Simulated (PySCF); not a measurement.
# Electronic structure of Ru⁻ (ruthenium, charge -1) at the UHF level

Configuration: [Kr] 4d7 5s2, high-spin 4F determinant. All numbers are calculated (PySCF 2.14, the spin-free X2C one-electron Hamiltonian (Gaussian nucleus), in aug-cc-pVTZ-DK).

```json
{
 "Total energy": "-4527.850974 hartree",
 "One-electron energy": "-6254.0991 hartree",
 "Hartree (Coulomb) energy": "1858.9087 hartree",
 "Exchange energy": "-132.6606 hartree",
 "⟨S²⟩": "4.0400",
 "⟨L²⟩": "12.058",
 "Sum of ⟨r⟩": "39.22 bohr",
 "Sum of ⟨r²⟩": "110.8 bohr²",
 "Langevin diamagnetic susceptibility": "-87.8 ×10⁻⁶ cm³/mol"
}
```

```csv
shell,electrons,mean orbital energy (hartree),spread (hartree),"rms radius, mean of both spins (bohr)"
1s α,1,-816.83901,0,0.0384
1s β,1,-816.83889,0,0.0384
2s α,1,-120.24460,0,0.158
2s β,1,-120.21801,0,0.158
2p α,3,-107.47487,0,0.140
2p β,3,-107.44948,0,0.140
3s α,1,-22.29918,0,0.428
3s β,1,-22.28423,0,0.428
3p α,3,-17.98247,0,0.432
3p β,3,-17.96572,0,0.432
3d α,5,-11.03753,0.00953,0.418
3d β,5,-10.99970,0.03464,0.418
4s α,1,-3.35692,0,1.09
4s β,1,-3.18947,0,1.09
4p α,3,-2.08385,0,1.22
4p β,3,-1.86916,0,1.22
4d α,5,-0.25429,0.03831,1.85
4d β,2,-0.16593,0,1.85
5s α,1,-0.06867,0,6.01
5s β,1,0.00219,0,6.01
```

⟨S²⟩ = 4.04 against 3.75 shows spin contamination. At UHF the highest occupied level has a positive energy, so only the finite basis holds that electron.

Densities and radii are taken from the X2C orbitals without a picture-change correction, which distorts them close to the nucleus.

Spin-orbit constants ζ (cm⁻¹) from the X2C one-electron operator on these orbitals: bare nucleus, nucleus screened by l(l+1)(2l+1)/3 electrons, and screened by the Breit-Pauli mean field of the electrons.

```
shell    bare  screened nucleus  mean field
   2p  710700            678400         n/a
   3p  122000            116500         n/a
   3d   17550             13560         n/a
   4p   16940             16170         n/a
   4d    1307              1010         n/a
```

To first order the Landé constant is A = -336.7 cm⁻¹, so the lowest level has J = 9/2 and lies 0.188 eV below the centre of the term. This holds in LS coupling only.
